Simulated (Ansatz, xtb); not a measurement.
Pulling on the C4–H7 bond in C2H6Zn (SMILES C[CH2][ZnH]) (multiplicity 1 held, fragments rigid). Energies count from the point at 1.092 Å.
Geometry at that point (charge 0, multiplicity 1):
```tsv
atom	x (Å)	y (Å)	z (Å)
Zn	-0.1040	0.1481	0.8335
H	-0.3450	0.8644	2.1845
C	0.2022	-0.7601	-0.8850
C	0.1842	0.1511	-2.1212
H	-0.5549	-1.5440	-0.9868
H	1.1618	-1.2826	-0.8191
H	0.9537	0.9247	-2.0678
H	-0.7747	0.6615	-2.2367
H	0.3601	-0.4128	-3.0427
```

R- and RO- levels are restricted; in cc, def2 and unpolarised 6-31G sets they are followed outwards from rest. Unrestricted levels (U-) break spin symmetry where that is lower. Active spaces are followed from a long bond inwards. Curves can end on different states.

Correlated levels freeze the cores.

The values were computed with Ansatz (a quantum-chemistry and plane-wave program); xtb for the GFN methods.  The GFN methods have no spin term and hold the electronic entropy of 300 K.

| level | energy at R = 3.496 Å (kcal/mol) |
|---|---|
| GFN2-xTB | 124.71 |
| R-HF/def2-SVP | 179.94 |
| R-MP2/def2-SVP | ? |
| U-MP2/def2-SVP | 109.06 |
| R-SCS-MP2/def2-SVP | ? |
| U-CCSD/def2-SVP | 109.30 |
| SC-NEVPT2 on CASSCF(2,2)/def2-SVP | 107.82 |
| FIC-MRCISD on CASSCF(2,2)/def2-SVP | 107.36 |
| FIC-MRCISD+Q on CASSCF(2,2)/def2-SVP | 108.96 |

Fill in the missing entries.


- R-MP2/def2-SVP, energy at R = 3.496 Å (kcal/mol): 148.95
- R-SCS-MP2/def2-SVP, energy at R = 3.496 Å (kcal/mol): 142.94

Doubts at one or more of the structures used: a restricted determinant that unrestricted orbitals would lower (R-HF/def2-SVP, R-MP2/def2-SVP, R-SCS-MP2/def2-SVP); a spin-contaminated determinant (U-MP2/def2-SVP, U-CCSD/def2-SVP).
